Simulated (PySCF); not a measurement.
# From computed data to an observable: dipole moment from atomic charges

F2GeH4OSi, SMILES [GeH3][O][SiH](F)F. Atoms are numbered in the order given.

```xyz
9

Si     1.4544    -0.4479     0.4120
F      1.2397     0.3004     1.8252
F      2.3271     0.5683    -0.4823
O      0.0178    -0.7312    -0.2799
Ge    -1.5329     0.1532    -0.4593
H      2.2097    -1.6924     0.6125
H     -2.4117    -0.2326     0.7382
H     -2.1220    -0.3324    -1.7881
H     -1.2285     1.6591    -0.4789
```

Geometry optimised at PBE0-D3(BJ)/def2-SVP. This is a generated structure with no PubChem entry under its InChIKey; it may be hypothetical. Other conformers were not sampled.

Charges (e) from CAM-B3LYP/def2-TZVP (PySCF):

| atom | ESP fit | Mulliken |
|---|---|---|
| Si1 | 0.820 | 0.814 |
| F2 | -0.288 | -0.321 |
| F3 | -0.286 | -0.317 |
| O4 | -0.434 | -0.464 |
| Ge5 | 0.364 | 0.314 |
| H6 | -0.089 | -0.050 |
| H7 | -0.033 | 0.005 |
| H8 | -0.030 | 0.006 |
| H9 | -0.024 | 0.013 |

The dipole moment of the full density is 2.13 D.

Q: What dipole moment does each set of point charges give, and which comes closer to that of the density?

A: 
μ = Σ q r, and 1 e Å = 4.8032 D.
ESP fit: Σ q r = (-0.420, -0.115, -0.109) e Å, |μ| = 2.15 D.
Mulliken: Σ q r = (-0.593, -0.151, -0.156) e Å, |μ| = 3.03 D.
ESP fit comes closer in size. Point charges leave out the atoms' own dipoles (lone pairs, polarised bonds); fits to the potential absorb them, partitions of the density don't.
